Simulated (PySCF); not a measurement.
water (H2O), SMILES O. Atoms are numbered in the order given.

```xyz
3

O      0.0000     0.0000    -0.1169
H      0.0000    -0.7650     0.4676
H      0.0000     0.7650     0.4676
```
Charge 0, spin multiplicity 1.

Coordinates come from a B3LYP-D3(BJ)/def2-TZVP optimisation.

Two levels are set side by side: PBE/pcSseg-2 (PySCF) and KT2/pcSseg-2 (PySCF). GIAO shifts against H2O (¹⁷O), TMS (¹H) at the same level; non-relativistic, no solvent, atoms listed together averaged. Differences are taken from unrounded values.

| quantity | KT2 | PBE | PBE minus KT2 |
|---|---|---|---|
| δ(¹⁷O) of O1 (ppm) | 0.0 | 0.0 | 0.0 |
| δ(¹H) of H2, H3 (ppm) | 0.39 | 0.44 | 0.05 |

Rough cost on one machine, each run with all the roots and properties that it gave: KT2 against PBE within a factor of 2.
